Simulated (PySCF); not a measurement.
# Bismuth: a sound run and one with changed settings

Sound run: Bi²⁺ [Xe] 4f14 5d10 6s2 6p1, Bi³⁺ [Xe] 4f14 5d10 6s2. All numbers are calculated (PySCF 2.14, scalar relativity through the core potential, in def2-SVP with the def2 core potential (60 electrons)). In the sound run the correlated levels freeze 5s2 5p6 5d10 outside the core potential. The sound run starts from symmetry-adapted Hartree-Fock orbitals and uses a fine grid where one is needed.

Changed run: initial guess 1e, at most 50 SCF cycles, level shift 0.5 hartree.

```csv
species,method,sound run (hartree),changed run (hartree),converged
Bi²⁺,UHF,-212.72655,-212.72655,yes
Bi²⁺,B3LYP,-213.78360,-213.78360,yes
Bi²⁺,MN15,-213.27840,-213.27840,yes
Bi²⁺,MP2,-212.74807,-212.73996,yes
Bi²⁺,CCSD(T),-212.75742,-212.75742,yes
Bi³⁺,UHF,-211.88146,-211.88146,yes
Bi³⁺,B3LYP,-212.91105,-212.91105,yes
Bi³⁺,MN15,-212.40633,-212.40633,yes
Bi³⁺,MP2,-211.89889,-211.89235,yes
Bi³⁺,CCSD(T),-211.90620,-211.90620,yes
```

Ionisation energy of Bi²⁺:

```
 method  sound run (eV)  changed run (eV)
    UHF          22.996            22.996
  B3LYP          23.743            23.743
   MN15          23.730            23.730
    MP2          23.107            23.065
SCS-MP2          23.091            23.054
   CCSD          23.159            23.159
CCSD(T)          23.163            23.163
```

A level shift leaves the converged SCF energy unchanged but raises the virtual orbital energies, which shrinks MP2 if it is not removed.

For comparison, NIST gives 25.571 eV between the lowest levels.
